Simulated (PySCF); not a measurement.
Species: C7H10N3 (charge +1).
Atom-mapped SMILES: `[CH2:1]=[CH:2][c:3]1[cH:4][n+:5]([CH3:6])[n:7][n:8]1[CH:9]=[CH2:10]`

Geometry (GFN2-xTB, Å), atoms numbered from 1 in this order:
```xyz
20
C7H10N3 angstrom
C     -0.3911    3.0329   -1.0814
C      0.3664    1.9425   -0.9891
C     -0.0437    0.7487   -0.2925
C     -1.2424    0.4462    0.3384
N     -1.1115   -0.8035    0.8152
C     -2.0761   -1.5737    1.5418
N      0.0543   -1.2962    0.5375
N      0.7132   -0.3814   -0.1276
C      2.0214   -0.6195   -0.5681
C      2.6214   -1.7879   -0.4015
H     -1.3667    3.1050   -0.6331
H     -0.0456    3.8997   -1.6159
H      1.3393    1.9244   -1.4560
H     -2.1331    1.0255    0.4618
H     -2.9686   -1.7310    0.9350
H     -1.6301   -2.5348    1.7892
H     -2.3600   -1.0555    2.4580
H      2.4915    0.2250   -1.0448
H      2.1295   -2.6158    0.0798
H      3.6268   -1.9399   -0.7495
```

Probes without a nucleus sit at each ring's centroid and 1 Å off its mean plane on both sides; NICS is minus the shielding there, NICSzz its component along the normal. Level: GIAO PBE0/pcSseg-1 (PySCF, non-relativistic, gas phase) on the GFN2-xTB geometry, one conformer.

Ring bond lengths (Å), with Mayer bond orders in brackets: C3–C4 1.388 (1.42), C4–N5 1.344 (1.18), N5–N7 1.296 (1.27), N7–N8 1.309 (1.25), N8–C3 1.370 (1.00).

Task: What do the NICS probes read (ppm)?

Result: 
| ring | type | NICS(0) | NICS(1), two faces | NICS(1)zz, two faces | rms pucker (Å) | centre to ring atoms, mean (Å) |
| --- | --- | --- | --- | --- | --- | --- |
| C3–C4–N5–N7–N8 | 5-membered ring with 3 N; formal bonds all aromatic | -11.6 | -10.6 / -10.7 | -25.1 / -25.1 | 0.00 | 1.14 |

Task: What do they say, and how far can they be read as aromaticity?

Result: 
- C3–C4–N5–N7–N8: mean NICS(1)zz -25.1 ppm, shielded. The ring is flat and has no four-coordinate atom; by the NICS criterion it is aromatic.

Task: How equal are the bonds by HOMA? HOMA = 1 − mean of α(R − Ropt)² over the ring bonds, with Krygowski's 1993 parameters (CC: Ropt 1.388 Å, α 257.7 Å⁻²; CN: Ropt 1.334 Å, α 93.52 Å⁻²; NN: Ropt 1.309 Å, α 130.33 Å⁻²).

Result: 
- C3–C4–N5–N7–N8: HOMA 0.97; the largest term is that of N8–C3, α(R − Ropt)² = 0.12. The geometric and the magnetic index point the same way.

Task: Give the inner angles of the rings and the Hirshfeld charges of the ring atoms.

Result: 
- C3–C4–N5–N7–N8: C3 104.0° (+0.068 e), C4 106.3° (+0.023 e), N5 111.4° (+0.103 e), N7 107.2° (+0.005 e), N8 111.1° (+0.092 e); sum 540.0° against 540° for a flat convex ring.

The run took 36 s on one thread of an Arm Neoverse V2, shared host with 96 logical CPUs at a one-minute load of 43, and the process peaked at 0.95 GiB of memory. This is the whole shielding run at PBE0/pcSseg-1, SCF included.
